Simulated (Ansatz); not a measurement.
`CO[Si](C)(F)[GeH3]` + `F[SiH2][AlH2]` → `F[SiH]([AlH2])[GeH3]` + `CO[SiH](C)F` at 298.15 K and 1 bar (formal exchange of groups at a Ge–Si bond).

Calculated with Ansatz (gas phase, PBE0-D4/def2-TZVP geometries, no zero-point term in ΔE). CBS: MP2 limit from def2 TZ/QZ plus the TZ coupled-cluster correction, frozen cores. For Ge outer-core shells are correlated without core-valence functions, which leaves a few kJ/mol of doubt a bond. Scalar relativity is left out up to krypton. Each species was taken in one conformer, which may not be the lowest.

| species | CCSD(T)/CBS energy (Eh) | H − E (kJ/mol) | S (J/(mol·K)) |
| --- | --- | --- | --- |
| `CO[Si](C)(F)[GeH3]` | -2621.79878 | 309.7 | 435.9 |
| `F[SiH2][AlH2]` | -633.31837 | 103.4 | 315.0 |
| `F[SiH]([AlH2])[GeH3]` | -2710.63746 | 152.1 | 391.5 |
| `CO[SiH](C)F` | -544.48370 | 261.9 | 357.0 |

H − E and S are ideal-gas, rigid-rotor, harmonic terms from PBE0-D4/def2-TZVP, for one conformer and one mirror image of each species. 1 Eh = 2625.50 kJ/mol, R = 8.31446 J/(mol·K).

By hand: ΔE, ΔH, ΔS and ΔG.

ΔE = (-2710.63746) + (-544.48370) − (-2621.79878) − (-633.31837) = -0.00401 Eh = -10.5 kJ/mol. Δ(H − E) = 152.1 + 261.9 − 309.7 − 103.4 = 0.9, so ΔH = -9.6 kJ/mol. ΔS = 391.5 + 357.0 − 435.9 − 315.0 = -2.4 J/(mol·K). ΔG = -9.6 − 298.15 × (-2.4)/1000 = -8.9 kJ/mol.

By hand: the equilibrium constant, and the temperature at which ΔG would vanish if ΔH and ΔS stayed fixed.

log₁₀ K = −ΔG/(RT ln 10) = 1.6. ΔG = 0 at ΔH/ΔS = 4000 K, far beyond where these terms or the molecules hold.

The number of gas molecules stays the same, so ΔS is small and ΔH decides. A doubt of 5 kJ/mol in ΔE shifts log₁₀ K by 0.9 here. Other conformers and mirror images would add mixing entropy, several J/(mol·K) or more a flexible species. Modes under 60 cm⁻¹, often nearly free rotors, make the harmonic entropy too high. These are equilibria of isolated gas molecules and say nothing of rates. Largest T1 diagnostic: 0.012 (customary marks: 0.02 for closed shells, 0.045 for open ones).
